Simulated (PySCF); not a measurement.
AlI₂, SMILES [I][Al+][I], charge +1. Heavy atoms are numbered as in [Al+:1]([I:2])[I:3].

Coordinates come from a B3LYP-D3(BJ)/def2-SVP optimisation. The spin state was assumed, not searched. The isomer is the one that the SMILES or the coordinates give; other isomers of the formula were not compared. The def2 effective core potentials stand for the cores of I; spin–orbit coupling is left out.

All values below come from HF/def2-TZVPD (PySCF).

Mulliken values depend strongly on the basis, most of all with diffuse functions as here. ESP charges are fitted to the potential on shells at 1.4 to 2.0 van der Waals radii. Atomic charges (e), one atom of each kind:

```tsv
atom	Mulliken	ESP fit
Al1	1.16	0.53
I2	-0.08	0.23
```
